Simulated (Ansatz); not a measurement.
Reaction (ligand exchange at the Si–O bond): `[AlH2][SiH]([SiH3])O[SiH3]` + HCl → `[AlH2][SiH]([SiH3])Cl` + silanol

Computed with Ansatz on PBE0-D4/def2-TZVP structures; ΔE is electronic, products minus reactants. CCSD(T)/CBS is the MP2 limit (def2-TZVPP, def2-QZVPP) plus CCSD(T) − MP2 in def2-TZVPP, frozen cores. This one scheme is used for every species. One conformer a species, not always the lowest.

```
                     species  MP2/CBS(def2) energy (Eh)
`[AlH2][SiH]([SiH3])O[SiH3]`                -1189.78238
                         HCl                 -460.35267
     `[AlH2][SiH]([SiH3])Cl`                -1283.48419
                   `O[SiH3]`                 -366.65375
```

(1) Work out ΔE.

(2) What do rigid-rotor, harmonic-oscillator terms from PBE0-D4/def2-TZVP frequencies (298.15 K, 1 bar) make of the CCSD(T)/CBS value? (Best estimate.)

Largest T1 diagnostic among the species: 0.013.

Answers

(1) ΔE = (-1283.48419) + (-366.65375) − (-1189.78238) − (-460.35267) = -0.00289 Eh = -0.08 eV. CCSD(T)/CBS gives -0.03 eV.

(2) Computed: ΔZPE = +0.09 eV, ΔH = +0.03 eV, ΔS = 4 J/(mol·K), ΔG = +0.02 eV. Modes under 50 cm⁻¹ make the entropy rough.

At CCSD(T), def2-SVP lies +0.04 eV from the extrapolated value and def2-TZVPP +0.04 eV. The D4 term adds +0.07 eV with B3LYP and +0.04 eV with PBE0; it sums over pairs of atoms, weighted by their polarisabilities, and B3LYP, whose exchange is more repulsive, gets the larger term.

B3LYP here is the variant with VWN-RPA as its local correlation; programs differ in this.
